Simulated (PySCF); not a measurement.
**How methods differ on the ionisation energy of Ge⁺**

Ge⁺ [Ar] 3d10 4s2 4p1 (2P) → Ge²⁺ [Ar] 3d10 4s2 (1S), as a difference of total energies. All numbers are calculated (PySCF 2.14, scalar relativity through the core potential, in aug-cc-pwCVTZ-PP with ECP10MDF (8s7p6d4f1g, 96 functions)). Correlated levels: valence and next inner shell: nothing frozen outside the core potential. The calculations carry no spin-orbit coupling.

```csv
method,ionisation energy (eV)
UHF,15.256
MP2 (valence and next inner shell),15.662
SCS-MP2 (valence and next inner shell),15.599
CCSD (valence and next inner shell),15.695
CCSD(T) (valence and next inner shell),15.721
```

Question: How much does correlation contribute at CCSD(T) (valence and next inner shell)?

Answer: 15.721 − (15.256) = 0.465 eV, measured against UHF.

Errors of the correlated levels include the incompleteness of this basis.

For comparison: 15.789 eV (measured; NIST levels, between the centres of gravity of the two terms).
